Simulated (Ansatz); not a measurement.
```yaml
crystal:
  periodic: [false, false, false]
  atoms:
    - {symbol: Ga, position_ang: [-0.795330, 0.513775, -0.018862]}
    - {symbol: Ga, position_ang: [2.103069, 0.133518, 0.073820]}
    - {symbol: Se, position_ang: [0.325059, -1.675720, -0.016572]}
    - {symbol: Se, position_ang: [-2.251387, -1.219752, -0.096092]}
    - {symbol: Se, position_ang: [0.618588, 2.248189, 0.057715]}
basis:
  gaussian: {orbitals: def2-SVP, nuclear_model: gaussian}
total_charge: 1
magnetization: {spin_polarized: true, initial_magnetization: 1}
hamiltonian: {xc: {name: HF}}
correlation: {method: rpa}
scf: {omitted_lower_state_checks: [starts]}
```

```sh
$ ansatz run in.yaml --threads 4 --pin off --events-out ev --progress --plain --max-ram 4787MiB
```

Output, abridged:

```
Functional definition: HF
1559 factors; integrals over basis functions are off by at most 7.3e-4 eV
mean field evaluation 1: about -300532.1971 eV, gradient 1.6e1 eV
mean field evaluation 2: about -300532.2397 eV, gradient 1.6e1 eV
mean field evaluation 4: about -300534.8299 eV, gradient 2.7e0 eV
mean field evaluation 8: about -300535.0582 eV, gradient 4.1e-1 eV
mean field evaluation 16: about -300535.0772 eV, gradient 5.9e-6 eV
mean field -300535.07716903 eV, -11044.4603759699 hartree, gradient 1.6e-6 eV, S^2 0.892708; 0 other end points of the search recorded, 0 dependent functions left out
45 core orbitals not correlated: weight in the atoms' cores, before any rotation towards them, 1.000 or more for the frozen orbitals, at most 0.000 for the correlated occupied ones
reference -300535.07716903 eV, -11044.4603759699 hartree; 37, 36 occupied and 78, 79 virtual orbitals, 1559 factors
Total energy: -300564.20874585 eV, -11045.5309416719 hartree
Checks for a lower state left out: starts
```

It took 16 s on 4 threads of Arm Neoverse V1 on a shared host, peak host memory 1.3 GiB.

Correlated methods freeze 45 core orbitals; core or outer-core shells of Ga, Se are correlated, in sets that lack core-valence functions. The charge 1 doublet is spin-contaminated (final ⟨S²⟩ up to 0.89, 0.75 for a pure state).
